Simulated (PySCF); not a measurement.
Radial density of Cu⁺ (copper, charge +1)

PBE, [Ar] 3d10, closed-shell 1S. All numbers are calculated (PySCF 2.14, no relativity, point nucleus, in pcseg-2 (6s4p3d2f1g, 56 functions)).

```json
{"r (bohr)": "0.00102", "4πr²ρ (e/bohr)": "0.2059"}
{"r (bohr)": "0.00172", "4πr²ρ (e/bohr)": "0.5597"}
{"r (bohr)": "0.00289", "4πr²ρ (e/bohr)": "1.479"}
{"r (bohr)": "0.00487", "4πr²ρ (e/bohr)": "3.733"}
{"r (bohr)": "0.00818", "4πr²ρ (e/bohr)": "8.711"}
{"r (bohr)": "0.0138", "4πr²ρ (e/bohr)": "17.85"}
{"r (bohr)": "0.0232", "4πr²ρ (e/bohr)": "29.52"}
{"r (bohr)": "0.0389", "4πr²ρ (e/bohr)": "34.94"}
{"r (bohr)": "0.0655", "4πr²ρ (e/bohr)": "29.10"}
{"r (bohr)": "0.110", "4πr²ρ (e/bohr)": "32.08"}
{"r (bohr)": "0.185", "4πr²ρ (e/bohr)": "39.17"}
{"r (bohr)": "0.312", "4πr²ρ (e/bohr)": "20.66"}
{"r (bohr)": "0.524", "4πr²ρ (e/bohr)": "21.61"}
{"r (bohr)": "0.882", "4πr²ρ (e/bohr)": "15.74"}
{"r (bohr)": "1.48", "4πr²ρ (e/bohr)": "3.802"}
{"r (bohr)": "2.50", "4πr²ρ (e/bohr)": "0.5537"}
{"r (bohr)": "4.20", "4πr²ρ (e/bohr)": "0.03134"}
```
